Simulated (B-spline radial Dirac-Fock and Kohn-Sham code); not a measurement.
# Electron-impact ionisation of Ru

System: the Ru atom in the configuration [Kr] 4d7 5s1.

Model: the relativistic binary-encounter-Bethe (RBEB) model with Dirac-Fock orbital kinetic energies; direct ionisation only. Program: an atomic code on a B-spline grid. For shells bound by less than 100 eV the term U + B of the denominator is divided by n when n is 3 or more, and by 2 for n = 1, 2 in singly charged ions. Excitation-autoionisation and multiple ionisation are left out; it is a semi-empirical estimate, least reliable for totals near the maximum.

Orbital inputs (open shells are filled statistically over j, and the NIST value is set on the highest orbital of the configuration average):

| subshell | N | B (eV) | source of B | U (eV) |
| --- | --- | --- | --- | --- |
| 1s | 2 | 22117.0 | tabulated edge | 27878.1 |
| 2s | 2 | 3224.0 | tabulated edge | 5851.7 |
| 2p1/2 | 2 | 2967.0 | tabulated edge | 5800.5 |
| 2p3/2 | 4 | 2838.0 | tabulated edge | 5330.0 |
| 3s | 2 | 586.1 | tabulated edge | 1581.6 |
| 3p1/2 | 2 | 483.3 | tabulated edge | 1509.5 |
| 3p3/2 | 4 | 461.5 | tabulated edge | 1412.5 |
| 3d3/2 | 4 | 284.2 | tabulated edge | 1278.2 |
| 3d5/2 | 6 | 280.0 | tabulated edge | 1254.5 |
| 4s | 2 | 93.96 | Dirac-Fock −ε | 346.4 |
| 4p1/2 | 2 | 61.05 | Dirac-Fock −ε | 294.0 |
| 4p3/2 | 4 | 57.47 | Dirac-Fock −ε | 275.3 |
| 4d3/2 | 2.8 | 10.61 | Dirac-Fock −ε | 148.1 |
| 4d5/2 | 4.2 | 10.25 | Dirac-Fock −ε | 143.6 |
| 5s | 1 | 7.36 | NIST ionisation energy | 24.90 |

Inner-shell cross sections in barn (the model is not trusted for the total of d- and f-block atoms):

```
T (eV)     K    L1    L2    L3      M4      M5
   300     –     –     –     –   14300   28800
   500     –     –     –     –  186000  296000
  1000     –     –     –     –  364000  567000
  2000     –     –     –     –  405000  626000
  3000     –     –  20.8   244  377000  581000
  5000     –   890  1210  2920  312000  480000
 10000     –  1930  2300  5160  214000  328000
 15000     –  2110  2450  5410  165000  253000
 20000     –  2090  2400  5230  136000  207000
 30000  14.2  1910  2170  4690  102000  156000
 50000  37.0  1590  1780  3820   70900  108000
100000  51.8  1160  1290  2740   44500   68000
200000  54.0   858   951  2010   30100   46000
300000  53.6   749   828  1750   25300   38600
 1e+06  58.0   643   708  1490   20000   30500
```

Values without a named source are computed, but for edge energies of neutral atoms, which are taken from tables.
